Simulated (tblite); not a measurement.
CH5Si, doublet, geometry from GFN2-xTB; GFN1-xTB run with tblite 0.6.0.

Input for tblite:
```
$ tblite run mol.xyz --method gfn1 --charge 0 --spin 1 --etemp 2000 --json tblite.json --no-restart

# file mol.xyz
7

C     -0.00961888     0.08558394    -1.20792711
Si     0.00693370     0.02337297     0.68442733
H     -0.03432110    -0.91899655    -1.62856536
H     -0.87992760     0.61839322    -1.58117006
H      0.87474746     0.58217174    -1.59770913
H     -1.21559465    -0.53605201     1.24797082
H      1.21573735    -0.58624162     1.22505378
```

The log (banner, timings and long lists left out):

```
xTB calculator
 | screened Coulomb repulsion
 | Coulomb electrostatics
 |  * isotropic Klopman-Ohno-Mataga-Nishimoto electrostatics
 |  * onsite third-order electrostatics
 | DFT-D3(BJ) dispersion correction

halogen bonding energy    0.0000000000000E+00 Eh
repulsion energy          8.1004291064286E-02 Eh
dispersion energy        -1.4973242214347E-03 Eh
number of electrons       1.3000000000000E+01 e
integral cutoff           2.8146159136829E+01 bohr

------------------------------------------------------------
  cycle        total energy    energy error   density error
------------------------------------------------------------
      1     -6.564486158610  -6.6439931E+00   4.4876137E-01
      2     -6.567940830333  -3.4546717E-03   2.6058948E-01
      3     -6.568087591483  -1.4676115E-04   1.9386944E-02
      4     -6.568168258595  -8.0667112E-05   2.7818106E-03
      5     -6.568173071861  -4.8132658E-06   8.2614450E-04
      6     -6.568173156563  -8.4702731E-08   1.6056515E-04
      7     -6.568173159835  -3.2719640E-09   5.4360744E-05
      8     -6.568173161498  -1.6627757E-09   2.2719052E-06
------------------------------------------------------------

electronic energy        -6.6476801283411E+00 Eh
total energy             -6.5681731614982E+00 Eh

Post processing:
 | Mayer-Wiberg bond orders

[Info] JSON dump of results written to 'tblite.json'
```
